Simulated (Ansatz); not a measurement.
Cost and result for the atomization energy of `COC(=O)CC(=O)C(F)(F)F` (16 atoms, 15 bonds).

```xyz
16

C    -2.0527    0.3915   -2.0874
O    -0.8913   -0.2834   -1.6013
C    -0.2159    0.3640   -0.6545
O    -0.5240    1.4303   -0.2023
C     1.0133   -0.4186   -0.2481
C     1.5774    0.1110    1.0430
O     2.5003    0.8613    1.1229
C     0.9161   -0.4351    2.3326
F    -0.4092   -0.5333    2.1985
F     1.1847    0.3126    3.3832
F     1.3904   -1.6716    2.5532
H    -2.7633    0.5543   -1.2768
H    -2.4777   -0.2627   -2.8445
H    -1.7799    1.3543   -2.5203
H     1.7699   -0.2960   -1.0260
H     0.7618   -1.4785   -0.1723
```

Total charge 0; spin multiplicity 1. The geometry is a stationary point of PBE0-D4/def2-TZVP. It is one conformer, not always the lowest. Program: Ansatz. All runs use 4 threads of an AMD EPYC 7R13 on a shared host and a share of an NVIDIA H100 80 GB. Times are those of one run each, without the atoms' runs, and a repeat can differ threefold. Electronic energies, without spin–orbit coupling; frozen cores. CCSD(T)/CBS adds CCSD(T) − MP2 in def2-TZVPP to the MP2 limit, and its time is that of the two runs behind it. T1 = 0.014. B3LYP takes the VWN-RPA correlation (the form of Gaussian; ORCA's B3LYP/G). HSE06 is the plane-wave form, built on full-range PBE exchange.

CCSD(T)/CBS is a level of theory with its own doubt, some kJ/mol a heavy atom from the limit and from the frozen cores, so smaller differences don't rank the functionals.

| level | functions | atomization (kcal/mol) | difference from CCSD(T)/CBS | per bond |
| --- | --- | --- | --- | --- |
| CAM-B3LYP-D4/def2-TZVPP | 411 | 1689.3 | 12.7 | 0.8 |
| B3LYP-D4/def2-TZVPP (with forces) | 411 | 1673.1 | -3.5 | -0.2 |
| HSE06-D4/def2-TZVPP | 411 | 1696.2 | 19.6 | 1.3 |
| MP2/def2-QZVPP | 777 | 1723.6 | 47.0 | 3.1 |
| CCSD(T)/CBS(def2) | – | 1676.6 | 0.0 | 0.0 |
| r2SCANh-D4/def2-TZVPP | 411 | 1672.7 | -3.9 | -0.3 |
| BLYP-D4/def2-TZVPP | 411 | 1692.3 | 15.7 | 1.0 |
| CCSD(T)/def2-SVP | 179 | 1605.2 | -71.4 | -4.8 |
| revPBE-D4/def2-TZVPP | 411 | 1696.1 | 19.5 | 1.3 |
| B2PLYP/def2-TZVPP | 411 | 1661.4 | -15.2 | -1.0 |
| ωB97M-V/def2-TZVPP (with forces) | 411 | 1687.4 | 10.8 | 0.7 |
| ωB97X-V/def2-TZVPP | 411 | 1686.1 | 9.5 | 0.6 |
| CCSD(T)/def2-TZVPP | 411 | 1630.6 | -46.0 | -3.1 |

**Question.** Order the runs by time, with rough figures. (Estimate.)

**Answer.** The calculation gave: BLYP-D4/def2-TZVPP 4.5 s; revPBE-D4/def2-TZVPP 4.7 s; r2SCANh-D4/def2-TZVPP 5.5 s; HSE06-D4/def2-TZVPP 5.5 s; CAM-B3LYP-D4/def2-TZVPP 5.5 s; ωB97M-V/def2-TZVPP (with forces) 7 s; B3LYP-D4/def2-TZVPP (with forces) 7.5 s; B2PLYP/def2-TZVPP 8.5 s; ωB97X-V/def2-TZVPP 9 s; CCSD(T)/def2-SVP 9.5 s; MP2/def2-QZVPP 14 s; CCSD(T)/def2-TZVPP 29 s; CCSD(T)/CBS(def2) 43 s.

From r2SCAN to r2SCAN0 (25 % exact exchange), in def2-TZVPP and without D4, the atomization energy moves by −51.2 kcal/mol: exact exchange takes away binding that semilocal exchange gives to molecules. The D4 term adds +14.0 kcal/mol with B3LYP and +7.5 kcal/mol with PBE0; it sums over pairs of atoms, weighted by their polarisabilities, and B3LYP, whose exchange is more repulsive, gets the larger term. In def2-TZVPP, CCSD(T) changes the Hartree–Fock value by +483.5 kcal/mol (the triples alone add +37.5 kcal/mol) and MP2 by +549.3 kcal/mol; breaking electron pairs costs correlation energy, which Hartree–Fock lacks.
